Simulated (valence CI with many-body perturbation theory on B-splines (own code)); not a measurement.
# Te10+: one-electron terms

Calculated by configuration interaction combined with many-body perturbation theory (CI+MBPT): six valence electrons over a frozen Dirac-Fock core [Kr], radial functions for each j: 7 s, 7 p, 8 d, 6 f, 4 g, 1 h, with the one-electron correlation potential Σ1 (screened to all orders), the two-electron term Σ2, the three-electron term Σ3, Breit, model QED; selected single and double excitations, second order for the rest, scaled by the run's own slope (own B-spline code, finite nucleus).

No measured spectrum was set against this ion. As an estimate, terms of the open shell hold to 2 to 4 % of their energy, and close levels can change places. Core correlation moves these levels by up to 3100 cm⁻¹, and in measured spectra 5 to 20 % of such shifts remained as error; rates that hang on mixing are uncertain with them. Not all symmetries were solved, so the list stops early. Among the levels kept, up to 1100 cm⁻¹ of a level comes from second order outside the variational space, and about a tenth of that is noise between levels of different J, which matters for small intervals. Only levels of the ground parity were solved; by the run's estimate the other parity begins above the list, which can be wrong where configurations are misplaced.

These are the spectroscopic orbitals of the CI (the correlating ones are not listed), shaped by the core and the other valence electrons. h is the expectation value of the core's Dirac-Fock operator, without the valence repulsion; Σ1 is computed up to l = 3 at one energy for each symmetry, that of its lowest orbital but kept below the first core excitation, so for empty shells it is not the orbital's own correlation shift; Breit and QED include the response of the core.

```csv
Orbital,h (hartree),Σ1 (cm⁻¹),Breit (cm⁻¹),QED (cm⁻¹),⟨r⟩ (bohr)
5s1/2,-8.9435,-7991,374,325,1.549
6s1/2,-5.4308,-2711,177,152,2.603
7s1/2,-3.6601,-1307,96.0,82.8,3.930
5p1/2,-8.2029,-6558,545,-22.4,1.648
6p1/2,-5.0624,-2432,269,-10.8,2.754
7p1/2,-3.4504,-1223,151,-6.0,4.135
5p3/2,-8.0478,-6063,318,7.9,1.683
6p3/2,-4.988,-2296,159,4.0,2.797
7p3/2,-3.4086,-1164,94.5,2.3,4.188
4d3/2,-12.897,-16834,567,-153,0.8673
5d3/2,-6.8278,-4482,183,-32.9,1.893
6d3/2,-4.3744,-2005,91.7,-15.7,3.129
4d5/2,-12.813,-16477,135,-111,0.8750
5d5/2,-6.7977,-4450,73.4,-21.9,1.903
6d5/2,-4.3593,-1996,38.8,-10.4,3.141
4f5/2,-9.2051,-24724,-184,-66.7,1.081
5f5/2,-5.4677,-5921,-44.9,-22.4,2.282
4f7/2,-9.1957,-23699,-295,-60.7,1.083
5f7/2,-5.4632,-5750,-88.0,-19.9,2.285
5g7/2,-4.7076,,-6.1,-1.3,2.430
5g9/2,-4.7077,,-7.5,-0.9,2.430
```

Among the shells of the start configuration 4d6, Σ1 is largest in size for 4d3/2, where it is 0.59 % of h.

Lowest root of each symmetry, sizes in configuration state functions:

| J | Parity | Roots | Reference | Variational | Second order | Change by selected CI (cm⁻¹) | Change by second order (cm⁻¹) |
| --- | --- | --- | --- | --- | --- | --- | --- |
| 0 | even | 6 | 9 | 45539 | 2645994 | -29900 | -102 |
| 1 | even | 5 | 15 | 39042 | 6362147 | -29460 | -410 |
| 2 | even | 9 | 25 | 33919 | 10401744 | -29439 | -713 |
| 3 | even | 7 | 23 | 32416 | 13040849 | -28637 | -868 |
| 4 | even | 8 | 19 | 33025 | 13034433 | -28678 | -891 |
| 6 | even | 3 | 6 | 36641 | 10748188 | -30018 | -788 |
